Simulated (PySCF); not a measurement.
A PySCF script (with the pyscf-properties extension) for the NMR shieldings of `InChI=1S/C6H4BClF2/c8-6-4-2-1-3-5(6)7(9)10/h1-4H`, on a GFN2-xTB geometry:

```python
import basis_set_exchange as bse
import numpy as np
from pyscf import gto, dft
from pyscf.prop import nmr

atoms = """
F     2.621332    1.882933    0.418373
B     2.304964    0.628083    0.145996
F     3.351973   -0.151665   -0.016144
C     0.812116    0.193310    0.044462
C    -0.174735    1.168667    0.250802
C    -1.520171    0.871017    0.180138
C    -1.923766   -0.424860   -0.102940
C    -0.980180   -1.413425   -0.312704
C     0.370268   -1.106506   -0.239610
Cl    1.502402   -2.375975   -0.509973
H     0.145095    2.176105    0.470043
H    -2.254274    1.644596    0.344246
H    -2.973835   -0.667745   -0.160987
H    -1.281866   -2.425010   -0.533869
"""
names = dict.fromkeys(["F", "B", "C", "Cl", "H"], "pcSseg-1")
basis = {el: gto.basis.parse(bse.get_basis(n, elements=[el], fmt="nwchem")) for el, n in names.items()}
mol = gto.M(atom=atoms, basis=basis, charge=0, verbose=0)
mf = dft.RKS(mol, xc="PBE0")
mf.grids.level = 2
mf.grids.alignment = dft.numint.BLKSIZE   # the property module wants whole blocks of grid points
mf.conv_tol = 1e-9
mf.kernel()

calc = nmr.RKS(mf)   # GIAO
C = mf.mo_coeff
Co = C[:, mf.mo_occ > 0]
resp = mf.gen_response(singlet=True, hermi=2)
def vind(x):   # induced exchange potential for any number of trial vectors
    d = np.einsum("pi,xij,qj->xpq", C, 2 * x.reshape(-1, C.shape[1], Co.shape[1]), Co, optimize=True)
    return np.einsum("xpq,pi,qj->xij", resp(d - d.transpose(0, 2, 1)), C, Co, optimize=True).ravel()
mo1, _ = nmr.rhf.solve_mo1(calc, with_cphf=vind)
sigma = calc.kernel(mo1)
for i, s in enumerate(sigma):   # ppm
    print("%2d %-2s %9.2f" % (i, mol.atom_pure_symbol(i), np.trace(s) / 3))
```

**Question.** What are the results?

**Answer.** 
```
 0 F     258.84
 1 B      76.62
 2 F     248.10
 3 C      58.24
 4 C      40.84
 5 C      56.05
 6 C      45.94
 7 C      50.65
 8 C      30.29
 9 Cl    689.76
10 H      23.45
11 H      24.16
12 H      23.91
13 H      24.01
```

These numbers come from an equivalent density-fitted implementation of the same equations, which agrees with the script to about 0.01 ppm for H and up to a few tenths of a ppm for heavy atoms, so last digits may differ.

Size and cost of the density-fitted run: 197 basis functions, 30 s wall time on 1 thread of an Arm Neoverse V2, shared host; peak memory 0.85 GiB.
